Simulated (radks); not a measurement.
Values are calculated unless marked as measured or tabulated.
Species: Ca14+. Configuration: [He] 2s2 2p2 (the NIST ground configuration).

Level of theory: Dirac Kohn-Sham, exchange-only PBE, spin-unpolarised, spherical densities, finite nucleus; open shells fill j = l - 1/2 first; Fermi nuclear charge, rms radius 3.4776 fm (a radial shooting solver on a logarithmic mesh with Libxc functionals).

Energy parts (eV):
| part | energy |
|---|---|
| total | -14701.721 |
| kinetic | 14864.238 |
| electron-nucleus | -31196.546 |
| Hartree | 2182.103 |
| exchange | -551.515 |

Orbitals (lengths in bohr, moments of r in powers of bohr; r(max) is where P^2 peaks):
orbital  occ.  eigenvalue (eV)     <r^2>      <r>   r(max)  small-component weight
1s1/2       2        -4578.092  0.007859  0.07650  0.05021                5.14e-03
2s1/2       2        -906.9821    0.1304   0.3335   0.2840                1.04e-03
2p1/2       2        -852.1071    0.1013   0.2888   0.2264                1.01e-03
2p3/2       0        -847.3270    0.1026   0.2908   0.2281                1.01e-03
3s1/2       0        -361.0250    0.7360   0.8049   0.7646                3.95e-04
3p1/2       0        -343.9736    0.6938   0.7762   0.7323                3.82e-04
3p3/2       0        -342.7633    0.6989   0.7791   0.7353                3.81e-04

The highest occupied level is 2p1/2 at -852.11 eV. Summed over all electrons, <r^2> = 0.4792 bohr^2, which gives a Langevin (diamagnetic) susceptibility term of -0.38 x 10^-6 cm^3/mol. The density falls to 0.001 e/bohr^3 at r = 1.01 bohr. The electron density at the nucleus is 6234 e/bohr^3.
